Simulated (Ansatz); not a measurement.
Steps of a relaxation of C$_{2}$H$_{10}$AlNSi with RKS PBE-D4/def2-SVP.

```sh
$ ansatz run in.yaml --threads 4 --pin off --events-out ev --progress --plain --max-ram 10444MiB
```

```yaml
crystal:
  periodic: [false, false, false]
  atoms:
    - {symbol: C, position_ang: [-1.697000, 0.402700, 1.500900]}
    - {symbol: Al, position_ang: [-0.168900, -0.042300, 0.382100]}
    - {symbol: Si, position_ang: [1.889800, 0.976400, 0.779400]}
    - {symbol: C, position_ang: [-0.275600, -1.371000, -1.101500]}
    - {symbol: N, position_ang: [0.000500, -0.822100, -2.413900]}
    - {symbol: H, position_ang: [-2.536600, 0.884900, 0.834200]}
    - {symbol: H, position_ang: [-1.420700, 1.204700, 2.249300]}
    - {symbol: H, position_ang: [-2.092100, -0.441100, 1.993900]}
    - {symbol: H, position_ang: [2.361200, 1.711400, -0.371000]}
    - {symbol: H, position_ang: [1.796300, 1.920500, 1.936500]}
    - {symbol: H, position_ang: [2.900000, -0.060500, 1.151900]}
    - {symbol: H, position_ang: [-1.380000, -1.735200, -1.104200]}
    - {symbol: H, position_ang: [0.267100, -2.216600, -0.895800]}
    - {symbol: H, position_ang: [0.957800, -0.453800, -2.337200]}
    - {symbol: H, position_ang: [-0.623700, -0.008700, -2.575200]}
basis:
  gaussian: {orbitals: def2-SVP}
hamiltonian: {xc: pbe, dispersion: d4}
relax: {f_tol: 0.03, max_steps: 200}
```

Positions (Å) and forces (eV/Å) along the path, 9 of 30 steps:

```xyz
15
step=1 energy=-18180.5078 eV
C    -1.697    0.403    1.501   -0.290    3.108   -1.416
Al   -0.169   -0.042    0.382   -0.711   -0.802   -0.193
Si    1.890    0.976    0.779    0.282    0.038    0.946
C    -0.276   -1.371   -1.101   -4.091    1.854    0.679
N     0.001   -0.822   -2.414    0.400    0.544   -0.550
H    -2.537    0.885    0.834    1.027   -0.798    0.957
H    -1.421    1.205    2.249   -0.231   -0.557   -0.308
H    -2.092   -0.441    1.994   -0.932   -1.575    0.975
H     2.361    1.711   -0.371    0.608    0.654   -0.961
H     1.796    1.921    1.937    0.092    0.219    0.166
H     2.900   -0.060    1.152    0.290   -0.166    0.005
H    -1.380   -1.735   -1.104    1.163    0.205    0.023
H     0.267   -2.217   -0.896    1.939   -2.863    0.362
H     0.958   -0.454   -2.337    0.082    0.316   -0.567
H    -0.624   -0.009   -2.575    0.372   -0.177   -0.120
15
step=6 energy=-18181.1403 eV
C    -1.814    0.476    1.385   -0.021   -0.211   -0.075
Al   -0.190   -0.259    0.510   -0.073    0.123   -0.024
Si    1.995    0.885    0.755    0.018    0.006   -0.034
C    -0.280   -1.544   -0.998    0.429   -0.138   -0.445
N    -0.068   -0.576   -2.147   -0.273    0.105    0.544
H    -2.492    0.972    0.654    0.049   -0.026    0.037
H    -1.579    1.213    2.179    0.015    0.041    0.002
H    -2.401   -0.351    1.850    0.038    0.121   -0.058
H     2.399    1.575   -0.538    0.007   -0.040    0.064
H     2.015    1.962    1.818   -0.015   -0.050   -0.029
H     3.126   -0.069    1.077   -0.009    0.032   -0.007
H    -1.251   -2.070   -1.156    0.142    0.121    0.012
H     0.518   -2.337   -1.055   -0.370    0.393   -0.013
H     0.826   -0.057   -2.081   -0.182   -0.175    0.016
H    -0.827    0.130   -2.223    0.245   -0.300    0.011
15
step=8 energy=-18181.2037 eV
C    -1.799    0.446    1.236    0.015    0.103    0.075
Al   -0.099   -0.265    0.509   -0.185    0.017   -0.045
Si    2.085    0.862    0.769   -0.017   -0.034   -0.003
C    -0.258   -1.583   -0.936    0.318   -0.030   -0.368
N    -0.235   -0.477   -1.959    0.078    0.221    0.377
H    -2.435    0.882    0.433    0.040   -0.004    0.030
H    -1.635    1.244    1.991   -0.045   -0.008   -0.037
H    -2.406   -0.353    1.716    0.061    0.018   -0.025
H     2.516    1.542   -0.517   -0.002   -0.008    0.028
H     2.073    1.935    1.832    0.008   -0.005   -0.017
H     3.208   -0.090    1.116   -0.005    0.016    0.006
H    -1.212   -2.136   -1.047    0.049   -0.001    0.045
H     0.580   -2.288   -1.149   -0.217    0.141   -0.029
H     0.642    0.071   -2.007   -0.248   -0.212   -0.021
H    -1.047    0.159   -1.957    0.151   -0.214   -0.015
15
step=15 energy=-18181.6850 eV
C    -1.801    0.475    1.244   -0.139   -0.053   -0.020
Al   -0.120   -0.123    0.390   -0.033    0.015   -0.025
Si    2.118    0.792    0.856   -0.004   -0.012    0.009
C    -0.190   -1.554   -0.977    0.003   -0.015    0.032
N    -0.336   -0.193   -1.649   -0.041   -0.010    0.007
H    -2.649    0.483    0.518    0.133   -0.025    0.114
H    -1.721    1.499    1.668    0.003   -0.026   -0.005
H    -2.099   -0.204    2.076    0.026    0.080   -0.062
H     2.750    1.330   -0.415    0.006   -0.002    0.009
H     2.123    1.941    1.839    0.007    0.006   -0.015
H     3.109   -0.219    1.393   -0.014    0.002    0.002
H    -1.082   -2.184   -1.151    0.002    0.018    0.001
H     0.715   -2.077   -1.333    0.009   -0.001   -0.010
H     0.405    0.034   -2.321    0.049    0.013   -0.029
H    -1.243   -0.050   -2.109   -0.006    0.010   -0.008
15
step=17 energy=-18181.6803 eV rejected
C    -1.811    0.449    1.269   -0.427    0.028    0.211
Al   -0.146   -0.107    0.368    0.020    0.032    0.065
Si    2.096    0.771    0.875    0.075   -0.030   -0.042
C    -0.182   -1.515   -1.018    0.032   -0.021   -0.045
N    -0.335   -0.142   -1.669   -0.009    0.037   -0.082
H    -2.728    0.150    0.680    0.444    0.165    0.355
H    -1.840    1.564    1.419   -0.045   -0.484   -0.017
H    -1.894   -0.034    2.289   -0.004    0.302   -0.546
H     2.814    1.155   -0.412   -0.024   -0.013    0.072
H     2.163    1.993    1.768   -0.026   -0.040   -0.044
H     2.986   -0.270    1.524   -0.006    0.047   -0.002
H    -1.067   -2.149   -1.217    0.003    0.008    0.010
H     0.733   -2.021   -1.377   -0.015   -0.004    0.000
H     0.421    0.108   -2.321   -0.049   -0.015    0.060
H    -1.233    0.000   -2.147    0.031   -0.012    0.007
15
step=20 energy=-18181.7015 eV
C    -1.804    0.437    1.278   -0.056   -0.018    0.043
Al   -0.140   -0.124    0.374   -0.007    0.006    0.003
Si    2.103    0.758    0.872    0.041    0.005    0.003
C    -0.195   -1.515   -1.035    0.046    0.018   -0.005
N    -0.334   -0.132   -1.667   -0.016    0.001   -0.012
H    -2.711    0.130    0.709    0.058    0.032    0.047
H    -1.846    1.539    1.421   -0.009   -0.069   -0.011
H    -1.887   -0.023    2.289    0.007    0.044   -0.082
H     2.840    1.098   -0.413   -0.012   -0.018    0.033
H     2.123    2.025    1.701   -0.006   -0.030   -0.027
H     3.000   -0.226    1.597   -0.025    0.030   -0.014
H    -1.090   -2.132   -1.233   -0.008    0.007    0.006
H     0.710   -2.031   -1.404   -0.009   -0.004   -0.005
H     0.431    0.124   -2.304   -0.013   -0.012    0.020
H    -1.225    0.020   -2.156    0.009    0.006    0.001
15
step=24 energy=-18181.7082 eV
C    -1.801    0.395    1.305   -0.011   -0.003   -0.010
Al   -0.142   -0.125    0.369    0.021    0.006    0.018
Si    2.103    0.746    0.872   -0.015   -0.007   -0.006
C    -0.189   -1.483   -1.071    0.001   -0.002    0.006
N    -0.342   -0.088   -1.671   -0.017   -0.006   -0.004
H    -2.711    0.022    0.787   -0.001   -0.001   -0.001
H    -1.893    1.498    1.397    0.004   -0.003    0.000
H    -1.827   -0.014    2.337    0.007   -0.003   -0.001
H     2.929    0.847   -0.397    0.004   -0.002    0.001
H     2.133    2.126    1.493    0.000    0.000   -0.006
H     2.903   -0.142    1.799    0.000    0.005    0.004
H    -1.092   -2.092   -1.264   -0.001    0.006   -0.002
H     0.705   -1.996   -1.468   -0.005    0.001    0.000
H     0.430    0.189   -2.289    0.011    0.005   -0.001
H    -1.226    0.066   -2.170    0.001    0.004    0.003
15
step=29 energy=-18181.7105 eV
C    -1.797    0.361    1.322   -0.002    0.001    0.006
Al   -0.139   -0.137    0.373    0.002   -0.001   -0.006
Si    2.102    0.744    0.866    0.020    0.008    0.006
C    -0.201   -1.468   -1.091    0.003    0.006   -0.001
N    -0.337   -0.061   -1.667    0.002   -0.003   -0.004
H    -2.706   -0.005    0.800    0.001    0.000   -0.001
H    -1.891    1.462    1.438    0.000   -0.002   -0.001
H    -1.817   -0.070    2.346    0.000    0.000   -0.004
H     2.982    0.679   -0.369   -0.009    0.000    0.008
H     2.132    2.190    1.312   -0.001   -0.014   -0.006
H     2.849   -0.030    1.930   -0.011    0.007   -0.007
H    -1.118   -2.055   -1.284   -0.001    0.001    0.001
H     0.679   -1.992   -1.505   -0.002    0.000   -0.001
H     0.449    0.221   -2.265   -0.004   -0.002    0.004
H    -1.210    0.111   -2.179    0.002    0.000    0.005
15
step=30 energy=-18181.7105 eV
C    -1.794    0.354    1.326   -0.002    0.001    0.005
Al   -0.136   -0.138    0.373    0.000   -0.003   -0.002
Si    2.104    0.743    0.866    0.005    0.013    0.005
C    -0.202   -1.464   -1.095   -0.003    0.000    0.000
N    -0.337   -0.056   -1.666    0.005   -0.001    0.003
H    -2.703   -0.004    0.797    0.001    0.002    0.001
H    -1.886    1.453    1.455   -0.001   -0.004    0.000
H    -1.817   -0.091    2.344    0.000    0.002   -0.005
H     2.993    0.639   -0.361   -0.002   -0.001    0.023
H     2.132    2.203    1.267    0.004   -0.019   -0.006
H     2.834    0.000    1.965   -0.006    0.010   -0.023
H    -1.123   -2.047   -1.285    0.001    0.000   -0.001
H     0.673   -1.991   -1.515   -0.001    0.001    0.000
H     0.450    0.227   -2.263   -0.003   -0.001   -0.001
H    -1.210    0.120   -2.178    0.000    0.000    0.002
```

It took 22 s on 4 threads of an AMD EPYC 9R45 on a shared host, with 0.2 GiB of host memory at the peak.
